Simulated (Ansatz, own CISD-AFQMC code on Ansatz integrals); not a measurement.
C2H4Si2, SMILES `C#C[SiH]=[SiH2]` (charge 0, multiplicity 1).

Cartesian coordinates (Å):
```xyz
8

C      2.5470    -0.4012    -0.1124
C      1.4429     0.0897    -0.1233
Si    -0.1940     0.8406    -0.0319
Si    -1.9571    -0.4171     0.0544
H      3.5178    -0.8360    -0.1118
H     -0.2398     2.1429    -0.7264
H     -3.2520     0.2709     0.2502
H     -1.8648    -1.6898     0.8012
```
Charge 0, spin multiplicity 1.

Frozen-core correlation energies in cc-pVDZ at a geometry from B3LYP-D3(BJ)/def2-TZVP, on an HF energy of -655.80331 Ha (<S^2> = 0.00, restricted and unstable towards unrestricted orbitals). Wave-function levels are from Ansatz, the walk from an own CISD-AFQMC code on Ansatz integrals (time step 0.005/Ha, trial state from CCSD amplitudes, largest double 0.17).

```tsv
level	correlation energy (mHa)
MP2	-441.3
CCSD	-487.5
CCSD(T)	-510.0
```

What correlation energy does phaseless AFQMC give, and where does it lie among these levels?

-512.7 ± 0.4 mHa (one standard error). AFQMC minus each level: MP2 -71.3 mHa, CCSD -25.2 mHa, CCSD(T) -2.7 mHa.
